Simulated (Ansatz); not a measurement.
[ReO4]- (ReO4⁻) was relaxed with PBE0-D4 (def2-SVPD) in Ansatz in these states: charge -1 singlet, neutral doublet. The geometries follow in no particular order.

In the def2 sets Re takes a core potential; there is no spin–orbit coupling.

A:

```xyz
5

Re    0.000    0.000    0.000
O     0.904   -1.404   -0.458
O     0.003    0.151    1.725
O    -1.630   -0.154   -0.564
O     0.723    1.407   -0.704
```

B:

Cartesian coordinates in Å:
```
Re -0.029 -0.047 -0.047
O -1.597 -0.686 0.060
O 0.778 -0.667 -1.406
O 0.896 -0.333 1.447
O -0.047 1.733 -0.054
```

Q: Judge from the bond lengths which geometry belongs to which state (an estimate).

A: A is the charge -1 singlet (Re1–O4 1.732 Å, Re1–O5 1.732 Å, Re1–O2 1.732 Å); B is the neutral doublet (Re1–O4 1.780 Å, Re1–O5 1.780 Å, Re1–O2 1.697 Å).

At PBE0-D4/def2-SVPD the relaxed charge 0 doublet is spin-contaminated (final ⟨S²⟩ up to 0.83, 0.75 for a pure state).
